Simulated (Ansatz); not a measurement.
Born–Oppenheimer molecular dynamics of C₃H₁₂N₂O₂Si (20 atoms, charge 0, multiplicity 1). It starts from a relaxed structure.

Computed with RHF/6-31G* (Ansatz 0.2.0).

```
ensemble        : NVT, Nosé–Hoover chain
time step       : 0.5 fs
steps asked     : 150
set temperature : 1000 K
thermostat      : time constant 300 fs, chain length 1
seed            : 280246
```

First frame:

```xyz
20
Properties=species:S:1:pos:R:3
Si 0.062 -0.179 0.122
N -0.073 0.391 1.718
H -0.818 0.983 2.013
H 0.562 0.157 2.447
N 1.668 -0.088 -0.446
C 2.343 -1.107 -1.221
H 1.757 -2.014 -1.248
H 2.518 -0.779 -2.246
H 3.312 -1.341 -0.784
C 2.421 1.143 -0.342
H 2.595 1.592 -1.319
H 1.893 1.865 0.269
H 3.392 0.966 0.117
O -1.036 0.772 -0.659
H -1.180 0.592 -1.577
O -0.344 -1.753 -0.100
C -1.536 -2.335 0.346
H -1.643 -2.233 1.421
H -2.400 -1.882 -0.132
H -1.515 -3.388 0.096
```

Question: How far do the bonds stretch over the last three quarters of this one trajectory? (Pairs bonded in most of those frames.)

Answer: 
```csv
bond,mean (Å),spread (Å),shortest,longest
Si1–N2,1.740,0.062,1.62,1.81
Si1–N5,1.731,0.040,1.68,1.83
Si1–O14,1.662,0.040,1.59,1.71
Si1–O16,1.620,0.044,1.54,1.67
N2–H3,0.999,0.013,0.98,1.02
N2–H4,1.001,0.009,0.98,1.02
N5–C6,1.454,0.017,1.43,1.49
N5–C10,1.456,0.017,1.43,1.50
C6–H7,1.093,0.066,0.99,1.19
C6–H8,1.098,0.073,0.99,1.21
C6–H9,1.100,0.067,1.00,1.20
C10–H11,1.096,0.058,1.01,1.19
C10–H12,1.083,0.008,1.07,1.10
C10–H13,1.092,0.017,1.06,1.12
O14–H15,0.949,0.008,0.93,0.96
O16–C17,1.402,0.044,1.34,1.48
C17–H18,1.091,0.024,1.05,1.13
C17–H19,1.099,0.062,1.00,1.19
C17–H20,1.084,0.011,1.06,1.10
```

Mean temperature of the second half: 507 K. The conserved energy stayed within 0.95 meV per atom of its start (net change 0.56 meV per atom), so the integration is sound. The mean temperature of the second half is 49 % below the set value. A run of 0.075 ps of so small a system gives no equilibrium averages.

Time of the run: 6.2 min on 4 threads of Arm Neoverse V1, on a shared host, peak memory 0.46 GiB.
